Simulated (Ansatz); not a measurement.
Program: Ansatz. Geometries: PBE0-D4/def2-TZVP. ΔE: electronic, gas phase. CCSD(T)/CBS is the MP2 limit (def2-TZVPP, def2-QZVPP) plus CCSD(T) − MP2 in def2-TZVPP, frozen cores. This one scheme is used for every species. Functionals use def2-TZVPP. B3LYP here is the variant with VWN-RPA as its local correlation; programs differ in this. Each species was taken in one conformer, which may not be the lowest.

Reaction (ligand exchange at the Si–O bond): `NC(F)[SiH2]O` + HCl → `NC(F)[SiH2]Cl` + H₂O

Question: Is it downhill or uphill in electronic energy at CCSD(T)/CBS, and by how much? (Best estimate.)

Answer: The calculation gave: Downhill: ΔE = -2.7 kcal/mol.

Question: What do these levels give: r2SCAN-D4, PBE0-D4, B3LYP-D4, PBE, PBE0, HF/def2-TZVPP, MP2/def2-TZVPP, SCS-MP2/def2-TZVPP, CCSD/def2-TZVPP, HF/def2-QZVPP, MP2/def2-QZVPP, HF/CBS(def2)? (Best estimate.)

Answer: Ansatz gave: r2SCAN-D4 -2.4, PBE0-D4 -3.6, B3LYP-D4 -1.8, PBE -3.3, PBE0 -3.2, HF/def2-TZVPP -0.2, MP2/def2-TZVPP -2.3, SCS-MP2/def2-TZVPP -1.4, CCSD/def2-TZVPP -1.1, HF/def2-QZVPP -0.2, MP2/def2-QZVPP -3.0, HF/CBS(def2) -0.1 kcal/mol.

Largest T1 diagnostic among the species: 0.012.

In def2-TZVPP, CCSD(T) changes the Hartree–Fock value by −1.2 kcal/mol (the triples alone add −0.4 kcal/mol) and MP2 by −2.1 kcal/mol.
